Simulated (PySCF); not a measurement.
## Polarisability and C₆ of Mg (magnesium, neutral)

[Ne] 3s2, closed-shell 1S. Computed with PySCF 2.14 in aug-cc-pVQZ with one added diffuse shell each of s, p, d, f, g type (8s7p5d4f3g, 109 functions), with the non-relativistic Hamiltonian (point nucleus). Coupled (time-dependent) response in atomic units; α is the mean over directions.

```json
{"method": "UHF", "mean α (bohr³)": "81.38", "C₆ (like pair)": "762.8", "S(−4)": "3542"}
{"method": "PBE", "mean α (bohr³)": "73.91", "C₆ (like pair)": "656.9", "S(−4)": "2973"}
{"method": "PBE0", "mean α (bohr³)": "74.87", "C₆ (like pair)": "672.0", "S(−4)": "3017"}
{"method": "PBEsol", "mean α (bohr³)": "73.85", "C₆ (like pair)": "656.3", "S(−4)": "2964"}
{"method": "wB97X", "mean α (bohr³)": "74.82", "C₆ (like pair)": "671.9", "S(−4)": "2998"}
```

S(−4) is the Cauchy moment in α(ω) = α(0) + S(−4) ω² + …

Reference α: 71.2 ± 0.4 bohr³ (recommended; Schwerdtfeger and Nagle, table of static dipole polarizabilities (2023 update)). Published C₆: 626.0 (Chu and Dalgarno (2004); Tang, Norbeck and Certain (1976)).

Hartree-Fock lies above the reference because it lacks correlation, which contracts the outer shell.

α(iu) at UHF:

| u (hartree) | α(iu) (bohr³) |
| --- | --- |
| 0 | 81.38 |
| 0.0500 | 73.41 |
| 0.100 | 56.85 |
| 0.200 | 30.17 |
| 0.300 | 17.12 |
| 0.500 | 7.347 |
| 0.750 | 3.604 |
| 1.00 | 2.183 |
| 1.50 | 1.106 |
| 2.00 | 0.6979 |
| 3.00 | 0.3693 |
| 5.00 | 0.1601 |
